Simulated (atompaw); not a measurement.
Building the PAW (atompaw) potential for K (PBE, scalar-relativistic).

* Element: K (Z = 19)
* Generator: atompaw 4.2.0.5
* Type: PAW
* Functional: PBE
* Relativity: scalar-relativistic
* Frozen core: [Ne]
* Valence charge: 9
* Reference configuration: 3s2 3p6 3d0 4s0 4p0 (charge +1)
* Partial waves: 3s (bound): rc 1.75 bohr; 4s (bound, empty): rc 3.00 bohr; 3p (bound): rc 1.95 bohr; 4p (bound, empty): rc 3.00 bohr; 3d (bound, empty): rc 3.00 bohr; 3d channel at 0.85 Ry: rc 3.00 bohr
* Local potential: ultrasoft scheme with l = 3 at 0.5 Ry, radius 2.90 bohr
* Core correction: smooth core density matched at 2.20 bohr
* Augmentation charge: gaussian compensation charge, radius 2.50 bohr; PAW radius 3.00 bohr; waves and projectors: custom polynom2 7 10 vanderbiltortho

All-electron outer shells of the reference configuration (PBE, scalar-relativistic, ld1.x):

```
shell  level (eV)  outermost node (bohr)  outermost maximum (bohr)
   2p     -286.28                      –                      0.26
   3s      -41.45                   0.48                      1.08
   3p      -24.88                   0.45                      1.15
   4s       -6.22                   1.56                      3.51
   3d       -3.81                      –                      1.76
   4p       -3.75                   1.81                      4.34
```

(1) Estimate the cutoffs (Ry, on a coarse ladder) from which the occupation-weighted sum of valence levels, in a spherical-Bessel basis at the reference potential, stays within 10 and 1 mRy of its value at 400 Ry.

(2) Does the potential have ghost states?

(3) Is the overlap operator S = 1 + Σ q|β⟩⟨β| positive definite (Bessel basis up to 400 Ry)?

## Answers

(1) 18 Ry and 25 Ry.

(2) No extra level below or beside the all-electron valence levels (s, p, d, f tested).

(3) Yes: its lowest eigenvalue is 0.41 (s channel).
